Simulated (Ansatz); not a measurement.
System (SMILES): [B]=N (B-NH), doublet.
Atoms: B1, N2, H3. Bonds: B1-N2, N2-H3.

Basis-set convergence of the lowest harmonic wavenumber at HF with Ansatz (a program for electronic structure). Each level at its own minimum, finite differences of forces, unscaled; the reference is a large set that could be run, not a limit. All functions are spherical. The program fits the integrals of some runs and decomposes those of others, by size. Open shells are unrestricted. No added dispersion term, no relativity. Reference: the value in def2-QZVPPD, 562 cm⁻¹, itself unsure by roughly 2 cm⁻¹ (its mean distance from pcseg-3, def2-QZVPP, cc-pVQZ). Deviations are taken from unrounded values.

| basis | functions | lowest harmonic wavenumber (cm⁻¹) | minus reference (cm⁻¹) |
|---|---|---|---|
| pcseg-0 | 20 | 677 | 115 |
| pcseg-1 | 33 | 604 | 43 |
| def2-SVPD | 48 | 608 | 46 |
| aug-cc-pVDZ | 55 | 546 | -16 |
| pcseg-2 | 74 | 581 | 19 |
| def2-TZVPD | 83 | 567 | 6 |
| def2-TZVPPD | 91 | 561 | 0 |
| jun-cc-pV(T+d)Z | 92 | 558 | -4 |
| aug-cc-pVTZ | 115 | 557 | -4 |
| pcseg-3 | 153 | 565 | 3 |
| def2-QZVPPD | 159 | 562 | 0 |

The smallest set listed that lies within 10 cm⁻¹ of the reference with all its larger relatives (same family, alike in diffuse functions; a set with none counts only in the reference's own line) is def2-TZVPD (83 functions, 6 cm⁻¹ off). Inside, with no larger relative to test it: pcseg-3.
